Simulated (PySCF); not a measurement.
**Cl⁺ (chlorine, charge +1): M06 calculation**

Configuration: [Ne] 3s2 3p3 3d1, high-spin 5D determinant (an excited configuration). Calculation: PySCF 2.14, in aug-cc-pVDZ-DK (5s4p2d, 27 functions); scalar relativity by spin-free X2C-1e.

```
Total energy                                                  : -460.4931 hartree
One-electron energy                                           : -626.7014 hartree
Hartree (Coulomb) energy                                      : 194.1362 hartree
Exchange-correlation energy                                   : -27.9279 hartree
⟨S²⟩                                                          : 6.0006
⟨L²⟩                                                          : 6.003
Sum of ⟨r⟩                                                    : 13.79 bohr
Sum of ⟨r²⟩                                                   : 22.78 bohr²
Traceless quadrupole moment −½Σ⟨3z² − r²⟩ along its main axis : 1.87 e·bohr²
Langevin diamagnetic susceptibility                           : -18.0 ×10⁻⁶ cm³/mol
```

| shell | electrons | mean orbital energy (eV) | spread (eV) | rms radius, mean of both spins (bohr) |
| --- | --- | --- | --- | --- |
| 1s α | 1 | -2796.8 | 0 | 0.105 |
| 1s β | 1 | -2796.3 | 0 | 0.105 |
| 2s α | 1 | -281.01 | 0 | 0.481 |
| 2s β | 1 | -280.31 | 0 | 0.481 |
| 2p α | 3 | -217.20 | 0.098 | 0.453 |
| 2p β | 3 | -216.26 | 0.106 | 0.453 |
| 3s α | 1 | -38.391 | 0 | 1.58 |
| 3s β | 1 | -33.070 | 0 | 1.58 |
| 3p α | 3 | -24.346 | 0.346 | 1.77 |
| 3d α | 1 | -4.783 | 0 | 2.59 |

The outer electron is Rydberg-like, and this basis confines it to a smaller radius and binds it less than a complete one would.

Densities and radii are taken from the X2C orbitals without a picture-change correction, which distorts them close to the nucleus.
